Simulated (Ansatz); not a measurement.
Diatomic TaO+, multiplicity 3 (lowest of 2S+1 = 1, 3, 5, 7, 9 at CCSD(T)/def2-TZVPP on PBE0 minima; our sources give no spin for the ground state, which may be another). No spin–orbit coupling.

Seven points along R, fitted to fifth degree in 1/R; most abundant isotopes. In def2 and cc sets the state is the lowest found near the PBE0 minimum, followed along R.

Programs: Ansatz (an electronic-structure program) with Gaussian orbitals.  In def2 rows elements past Kr take small-core potentials, without spin–orbit coupling.

Energies at CAM-B3LYP/def2-TZVPP:

| R (Å) | E (hartree) |
|---|---|
| 1.540773 | -131.84212334 |
| 1.582192 | -131.85476014 |
| 1.620297 | -131.86096118 |
| 1.663373 | -131.86281091 |
| 1.706448 | -131.86019385 |
| 1.756150 | -131.85278201 |
| 1.814136 | -131.83963516 |

Problem. With a reduced mass of 14.6959 u, find the minimum, the force constant and the constants.

Solution. A fifth-degree polynomial in 1/R puts the minimum at r_e = 1.6582 Å with force constant 1070 N/m. Then ω_e = (1/2πc)√(k/μ) = 1114 cm⁻¹ and B_e = h/(8π²cμr_e²) = 0.4172 cm⁻¹; the cubic and quartic terms give α_e = 0.0017 and ω_e x_e = 3.2 cm⁻¹.
